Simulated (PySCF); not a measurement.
CClF$_{3}$, charge -1, doublet, at the geometry of the source list (a state made from the parent by changing its charge; the spin is typed, not shown lowest) (a gas-phase anion, which may not be bound at this level); HF/6-31G (PySCF).

Input for PySCF:
```python
from pyscf import gto, scf

mol = gto.M(
    atom='''
F    -0.57610000   -0.63500000   -1.04370000
C    -0.07440000   -0.00180000    0.00350000
F    -0.57130000    1.22370000    0.02310000
F    -0.47540000   -0.62840000    1.09700000
Cl    1.69720000    0.04150000   -0.08000000
''',
    basis='6-31g',
    charge=-1,
    spin=1,
    verbose=4,
)

mf = scf.ROHF(mol)
mf.kernel()
```

It wrote (shortened):

```
PySCF version 2.14.0

[INPUT] verbose = 4
[INPUT] num. atoms = 5
[INPUT] num. electrons = 51
[INPUT] charge = -1
[INPUT] spin (= nelec alpha-beta = 2S) = 1
[INPUT] symmetry False subgroup None
[INPUT] Mole.unit = angstrom
[INPUT] Symbol           X                Y                Z      unit          X                Y                Z       unit  Magmom
[INPUT]  1 F     -0.576100000000  -0.635000000000  -1.043700000000 AA   -1.088671220362  -1.199976089099  -1.972307156209 Bohr   0.0
[INPUT]  2 C     -0.074400000000  -0.001800000000   0.003500000000 AA   -0.140595623668  -0.003401507024   0.006614041436 Bohr   0.0
[INPUT]  3 F     -0.571300000000   1.223700000000   0.023100000000 AA   -1.079600534964   2.312457858630   0.043652673477 Bohr   0.0
[INPUT]  4 F     -0.475400000000  -0.628400000000   1.097000000000 AA   -0.898375799618  -1.187503896677   2.073029558648 Bohr   0.0
[INPUT]  5 Cl     1.697200000000   0.041500000000  -0.080000000000 AA    3.207243178612   0.078423634169  -0.151178089965 Bohr   0.0

nuclear repulsion = 250.120071998913
number of shells = 27
number of NR pGTOs = 134
number of NR cGTOs = 49
basis = 6-31g
ecp = {}

******** <class 'pyscf.scf.rohf.ROHF'> ********
method = ROHF
initial guess = minao
damping factor = 0
level_shift factor = 0
DIIS = <class 'pyscf.scf.diis.CDIIS'>
diis_start_cycle = 1
diis_space = 8
diis_damp = 0
SCF conv_tol = 1e-09
SCF conv_tol_grad = None
SCF max_cycles = 50
direct_scf = True
direct_scf_tol = 1e-13
num. doubly occ = 25  num. singly occ = 1
Set gradient conv threshold to 3.16228e-05
init E= -796.446734146011
  HOMO = 0.14570133364415  LUMO = 0.349998821935482  gap/eV = 5.55922
cycle= 1 E= -795.257560136729  delta_E= 1.19  |g|= 0.739  |ddm|= 6.29
  HOMO = 0.221098809054073  LUMO = 0.546710606421202  gap/eV = 8.86035
cycle= 2 E= -795.369840570339  delta_E= -0.112  |g|= 0.433  |ddm|= 3.22
  HOMO = 0.286974032787153  LUMO = 0.611103178346036  gap/eV = 8.82000
cycle= 3 E= -795.409224800223  delta_E= -0.0394  |g|= 0.0415  |ddm|= 0.863
  HOMO = 0.283067965243556  LUMO = 0.617144156938549  gap/eV = 9.09068
cycle= 4 E= -795.410786307252  delta_E= -0.00156  |g|= 0.0156  |ddm|= 0.275
  HOMO = 0.28405208212143  LUMO = 0.616172162802587  gap/eV = 9.03745
cycle= 5 E= -795.410961853193  delta_E= -0.000176  |g|= 0.00425  |ddm|= 0.125
  HOMO = 0.284723124290012  LUMO = 0.616769856252434  gap/eV = 9.03545
cycle= 6 E= -795.410984710052  delta_E= -2.29e-05  |g|= 0.00148  |ddm|= 0.0354
  HOMO = 0.284295460298579  LUMO = 0.61645520864505  gap/eV = 9.03853
cycle= 7 E= -795.410986647338  delta_E= -1.94e-06  |g|= 0.000457  |ddm|= 0.014
  HOMO = 0.284400823366349  LUMO = 0.616502945844113  gap/eV = 9.03696
cycle= 8 E= -795.410986936489  delta_E= -2.89e-07  |g|= 9.83e-05  |ddm|= 0.00449
  HOMO = 0.284362177075419  LUMO = 0.616463069470178  gap/eV = 9.03693
cycle= 9 E= -795.41098694841  delta_E= -1.19e-08  |g|= 2.13e-05  |ddm|= 0.00124
  HOMO = 0.284363389324442  LUMO = 0.616462649949424  gap/eV = 9.03688
cycle= 10 E= -795.410986948929  delta_E= -5.19e-10  |g|= 3.57e-06  |ddm|= 0.000296
  HOMO = 0.284362991677007  LUMO = 0.616462437365671  gap/eV = 9.03689
Extra cycle  E= -795.410986948942  delta_E= -1.25e-11  |g|= 1.53e-06  |ddm|= 3.07e-05
converged SCF energy = -795.410986948942
```
